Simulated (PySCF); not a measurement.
SMILES O(C)[Si](C)(OC)O[SiH3], singlet at its GFN2-xTB optimised geometry (Å):

```
20

Si     1.2748    -2.2578     0.0000
O      0.7847    -0.7183     0.0000
Si     0.3525     0.6303     0.8122
C      0.2623     2.0432    -0.4328
O     -1.0288     0.3079     1.6175
C     -2.1905    -0.2874     1.1071
O      1.4483     1.0653     1.9176
C      1.9065     0.3085     3.0059
H      2.7380    -2.2578     0.0000
H      0.6964    -2.8023    -1.2271
H      0.7669    -2.9509     1.1886
H     -0.4189     1.8018    -1.2422
H     -0.0917     2.9509     0.0428
H      1.2319     2.2534    -0.8684
H     -2.8134    -0.5791     1.9534
H     -1.9438    -1.1698     0.5118
H     -2.7380     0.4205     0.4806
H      2.2914    -0.6568     2.6665
H      2.7063     0.8732     3.4860
H      1.0988     0.1359     3.7192
```

Computed with PySCF with PBE0/def2-SVP. Cells within 0.4 Å of a nucleus heavier than hydrogen are left out (blank, or x).

Map of the Laplacian of the electron density (e/bohr⁵), clipped to [-1.50, 1.50] on the plane z = 0.0 Å:

```
|555555555555555555555555555|
|555555555555555555555555555|
|555555555555555555555555555|
|555555555555555555555555555|
|555555555555555555555555555|
|555555555555405555555555555|
|555555555555414555555555555|
|555555555555534555555555555|
|555555555555544555555555555|
|555555555555543455555555555|
|555555555555544455555555555|
|555555555555555555555555555|
|555555555555555555555555555|
|555555555555555565555555555|
|555555555555565x56555555555|
|555555555555560xx6555555555|
|555555555555565145555555555|
|555555555555555576555555555|
|5555555555555559x9643555555|
|5555555555555559xx830455555|
|555555555555555899544555555|
|555555555555555555555555555|
|555555555555555555555555555|
|555555555555555555555555555|
|555555555555555555555555555|
|555555555555555555555555555|
|555555555555555555555555555|
```
Scale: ten equal steps from -1.50 (start of '0') to 1.50 (end of '9'), in the order '0123456789'; x runs from -5.00 to 5.00, y from -5.00 (bottom) to 5.00 (top).
